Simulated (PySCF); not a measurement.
Zn(Me)(OH) (CH4OZn), SMILES [CH3][Zn][OH].

The structure is a stationary point at PBE0-D3(BJ)/def2-TZVP. The isomer is the one that the SMILES or the coordinates give; other isomers of the formula were not compared. One conformer was computed; it need not be the lowest.

Calculation: PBE/def2-TZVPD in PySCF.

The molecule is in vacuum.

Computed frontier levels, gap, dipole moment and polarisability:
| Item | Result |
|---|---|
| highest occupied level | -6.45 eV |
| lowest empty level | -1.26 eV |
| orbital gap | 5.19 eV |
| dipole moment | 1.76 D |
| quadrupole, principal values (traceless, Buckingham form, about the centre of nuclear charge) | -7.23, 1.12, 6.11 D·Å |
| mean static polarisability | 45.7 bohr³ (6.78 Å³) |
| polarisability, principal values | 37.7, 38.1, 61.4 bohr³ |
